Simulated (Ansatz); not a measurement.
Relaxation of CH5GaSSi (9 atoms, charge 0, multiplicity 1), to a largest force component of 0.02 eV/Å in at most 50 steps.

Level of theory: RKS PBE0-D4/def2-SVP (Ansatz).

```xyz
9
Properties=species:S:1:pos:R:3:forces:R:3
C -0.807 -0.023 -0.628 -3.34 3.17 -0.47
Si -0.678 -0.352 1.180 -2.04 0.88 0.88
Ga 1.669 0.750 0.193 0.62 -0.12 -1.18
S 0.455 -0.908 -1.579 3.57 -2.27 1.46
H -0.701 1.100 -0.830 -0.22 -1.04 0.06
H -1.873 -0.251 -0.977 1.14 0.15 0.43
H 0.699 0.038 1.633 0.48 -0.25 0.26
H -0.838 -1.770 1.405 0.34 -1.19 0.06
H 1.247 -1.468 -2.560 -0.55 0.67 -1.49
```

**Question.** Where does it end, and by what steps?

**Answer.** It converged. After 22 steps the energy has fallen by 2.835 eV; Ga3 moved furthest, 1.57 Å.

```
step  energy less start (eV)  largest force component (eV/Å)  accepted
   0                  0.0000                           3.565       yes
   1                 -1.2850                           1.852       yes
   2                 -1.8538                           1.048       yes
   3                 -2.1809                           1.403       yes
   4                 -2.4053                           1.140       yes
   5                 -2.5182                           0.404       yes
   6                 -2.5306                           0.393       yes
   7                 -2.4769                           0.533        no
   8                 -2.5623                           0.131       yes
   9                 -2.5662                           0.119       yes
  10                 -2.5752                           0.162       yes
  11                 -2.5935                           0.260       yes
  12                 -2.6360                           0.292       yes
  13                 -2.7078                           0.236       yes
  14                 -2.7869                           0.176       yes
  15                 -2.8077                           0.162       yes
  16                 -2.8266                           0.228       yes
  17                 -2.8315                           0.145       yes
  18                 -2.8311                           0.247        no
  19                 -2.8344                           0.022       yes
  20                 -2.8348                           0.023       yes
  21                 -2.8348                           0.032       yes
  22                 -2.8349                           0.011       yes
```

```xyz
9
Properties=species:S:1:pos:R:3
C -0.936 -0.197 -0.731
Si -0.894 -0.117 1.236
Ga 1.955 -0.647 0.845
S 0.471 -1.117 -1.436
H -0.902 0.842 -1.090
H -1.866 -0.648 -1.111
H 0.456 0.735 1.222
H 0.066 -1.389 1.398
H 0.824 -0.349 -2.497
```

Run time: 46 s on 2 threads of Intel(R) Xeon(R) 6975P-C (Granite Rapids), on a shared host, peak memory 0.28 GiB.
